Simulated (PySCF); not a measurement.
This PySCF input asks for the spin–spin couplings of SMILES [GeH3][O][GeH3], Ge₂H₆O; the geometry comes from PBE0-D3(BJ)/def2-SVP.

```python
import basis_set_exchange as bse
import numpy as np
from pyscf import gto, dft
from pyscf.data import nist
from pyscf.prop import ssc

atoms = """
Ge    1.595558   -0.299577    0.035923
O     0.039150    0.089461   -0.721195
Ge   -1.584534    0.316489   -0.042881
H     2.392224   -1.110843   -0.997489
H     2.328168    1.011457    0.382825
H     1.343581   -1.124442    1.316580
H    -1.664397   -0.388042    1.329107
H    -2.573582   -0.308624   -1.039733
H    -1.849057    1.826102    0.113744
"""
names = {"Ge": "pcSseg-1", "O": "pcJ-1", "H": "pcJ-1"}
basis = {el: gto.basis.parse(bse.get_basis(n, elements=[el], fmt="nwchem")) for el, n in names.items()}
mol = gto.M(atom=atoms, basis=basis, charge=0, verbose=0)
mf = dft.RKS(mol, xc="B3LYP")
mf.grids.level = 2
mf.grids.alignment = dft.numint.BLKSIZE   # the property module wants whole blocks of grid points
mf.conv_tol = 1e-9
mf.kernel()

sc = ssc.RKS(mf)
sc.with_fcsd = True   # Fermi contact and spin-dipole together
sc.max_cycle_cphf = 60
g = {"H": 5.58569468, "O": -0.757516}   # nuclear g factors of 1H, 17O
sc.nuc_pair = [(i, j) for i in range(mol.natm) for j in range(i + 1, mol.natm)
               if mol.atom_pure_symbol(i) in g and mol.atom_pure_symbol(j) in g]
K = sc.kernel()
unit = nist.HARTREE2J / nist.PLANCK * (0.5 * nist.E_MASS / nist.PROTON_MASS) ** 2
for (i, j), k in zip(sc.nuc_pair, K):
    a, b = mol.atom_pure_symbol(i), mol.atom_pure_symbol(j)
    J = unit * g[a] * g[b] * np.trace(k) / 3
    if abs(J) >= 1:
        print("%s%d %s%d %8.1f Hz" % (a, i, b, j, J))
```

**Question.** What does it print?

**Answer.** 
```
O1 H3    -16.2 Hz
O1 H4     -7.5 Hz
O1 H5     -1.1 Hz
O1 H7    -15.5 Hz
O1 H8     -8.5 Hz
H3 H4     26.7 Hz
H3 H5     22.8 Hz
H3 H6     -1.6 Hz
H4 H5     25.5 Hz
H5 H6      1.3 Hz
H5 H7     -1.4 Hz
H5 H8     -1.2 Hz
H6 H7     22.8 Hz
H6 H8     24.9 Hz
H7 H8     27.1 Hz
```

These numbers come from an equivalent density-fitted implementation of the same equations, which agrees with the script to about 0.1 Hz, so last digits may differ.

Size and cost of the density-fitted run: 169 basis functions, 59 s wall time on 1 thread of an Arm Neoverse N1, shared host; peak memory 0.8 GiB.
